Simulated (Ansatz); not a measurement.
C2H6Al2O, relaxed with RKS PBE-D4/def2-SVP in Ansatz from a rough embedded geometry. The force threshold is 0.03 eV/Å; the program also tests the step.

Total charge 0; spin multiplicity 1. The bonds changed during the relaxation, so this is another structure than the one it started from.

Start:

```xyz
11

C    -1.450   -1.191    0.085
Al   -0.325   -0.373   -1.258
C     1.062    0.867   -0.697
O     1.844    1.472   -1.552
Al    1.360    1.290    1.205
H    -2.181   -1.926   -0.362
H    -1.977   -0.452    0.696
H    -0.782   -1.816    0.819
H    -0.523   -0.717   -2.832
H     2.522    2.290    1.621
H     0.450    0.554    2.275
```

Question: How much energy does the relaxation release, and in how many steps? (Best estimate.)

Answer: Computed: 1.22 eV, in 45 steps, 1 of them rejected.

Question: Which bonds change most? (Estimate.)

Answer: The calculation gave: Al2–Al5 from 3.417 to 2.708 Å; C3–Al5 from 1.971 to 2.272 Å; C3–O4 from 1.307 to 1.196 Å; C1–H8 from 1.173 to 1.109 Å.

Question: Give the relaxed structure. (An estimate is asked.)

Answer: Ansatz gave: 
```xyz
11

C    -1.563   -1.341   -0.047
Al   -0.513    0.149   -0.799
C     1.455   -0.141   -0.659
O     2.550    0.072   -0.229
Al    1.127    1.491    0.888
H    -1.768   -2.108   -0.822
H    -2.541   -0.966    0.323
H    -1.049   -1.832    0.804
H    -0.735    0.942   -2.171
H     1.738    2.869    0.365
H     1.299    0.864    2.347
```
